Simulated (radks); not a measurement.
Values are calculated unless marked as measured or tabulated.
Valence configurations of Zn (all share [Ar]). Code: a radial shooting solver on a logarithmic mesh with Libxc functionals. Model: scalar-relativistic Kohn-Sham, r2SCAN, spin-unpolarised, spherical densities, finite nucleus; meta-GGA in the generalised Kohn-Sham scheme; Fermi nuclear charge, rms radius 3.9283 fm. Energies are relative to 3d10 4s2; eigenvalues in eV.

| valence | E (eV) | e(3d) | e(4p) | e(4s) |
|---|---|---|---|---|
| 3d10 4s2 | 0.000 | -10.461 | - | -6.220 |
| 3d10 4s1.5 4p0.5 | 2.689 | -11.652 | -1.529 | -6.896 |
| 3d10 4s1 4p1 | 5.384 | -12.724 | -2.026 | -7.442 |
| 3d9.5 4s2 4p0.5 | 5.580 | -14.511 | -1.783 | -7.652 |
| 3d10 4p2 | 10.865 | -14.648 | -2.813 | - |
| 3d9.5 4s1 4p1.5 | 11.503 | -16.528 | -2.709 | -8.690 |
| 3d9 4s2 4p1 | 12.776 | -18.654 | -2.555 | -8.953 |
| 3d9 4s1.5 4p1.5 | 15.991 | -19.607 | -2.981 | -9.444 |
| 3d8 4s2 4p2 | 32.467 | -27.342 | -3.938 | -11.352 |

NIST lists [Ar] 3d10 4s2 as the ground configuration; this level of theory agrees among the configurations tried. The energies are those of spherical spin-averaged densities, not of single terms.
